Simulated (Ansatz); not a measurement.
The cluster Be₈ was relaxed with r2SCAN (def2-SVP) in Ansatz in these states: neutral quintet, neutral triplet. The geometries follow in no particular order.

A:

```xyz
8

Be   -0.856   -0.725   -0.953
Be   -1.846    0.001    0.730
Be   -0.423    1.359   -0.376
Be   -0.671   -1.628    0.916
Be    0.911    0.461   -1.702
Be    1.182   -0.868   -0.121
Be    1.606    1.164    0.057
Be    0.095    0.235    1.450
```

B:

```tsv
atom	x (Å)	y (Å)	z (Å)
Be1	-0.176	1.496	0.215
Be2	1.725	0.789	-0.412
Be3	-0.047	0.239	-1.502
Be4	1.142	0.398	1.518
Be5	-1.868	0.327	-0.415
Be6	-0.751	-0.569	1.194
Be7	-0.999	-1.514	-0.691
Be8	0.973	-1.165	0.093
```

Problem. Judge from the bond lengths which geometry belongs to which state (an estimate).

Solution. A is the neutral triplet (Be2–Be3 2.256 Å, Be1–Be5 2.256 Å, Be4–Be6 2.255 Å); B is the neutral quintet (Be2–Be3 2.151 Å, Be1–Be5 2.151 Å, Be4–Be6 2.151 Å).

At PBE0/def2-TZVP a triplet lies 0.29 eV below the neutral quintet. These are the stationary points nearest to one start from a short search; other shapes may lie lower in each state.
